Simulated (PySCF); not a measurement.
Delta-SCF ions had no search for a lower state. Excitations are Tamm–Dancoff values on a coarser integration grid. The basis has no diffuse functions, so Rydberg states are missing or too high.

# ClF3Sn, SMILES `[F][Sn]([F])([Cl])[F]` (charge 0, multiplicity 1)

All values below come from PySCF 2.14.0 with ωB97X-D3(BJ)/def2-TZVP // PBE0-D3(BJ)/def2-TZVP.

- HOMO: -13.18 eV
- dipole moment: 1.47 D
- HOMO–LUMO gap: 11.99 eV
- LUMO: -1.18 eV
- S1 excitation (TDA): 6.32 eV
- S1 oscillator strength: 0.014
- T1 excitation (TDA): 5.82 eV
- S1–T1 gap (TDA): 0.49 eV
- vertical ionisation energy (Delta-SCF): 13.37 eV
- total energy: -974.4115 Ha
- cost: very roughly 3 core-minutes

Bonded distances (Å): F1–Sn2 1.882, Sn2–F3 1.882, Sn2–F4 1.882, Sn2–Cl5 2.262. Bond angles (°): F1–Sn2–F3 107.2, F1–Sn2–F4 107.2, F1–Sn2–Cl5 111.7, F3–Sn2–F4 107.2, F3–Sn2–Cl5 111.7, F4–Sn2–Cl5 111.7.
Charge 0, spin multiplicity 1.
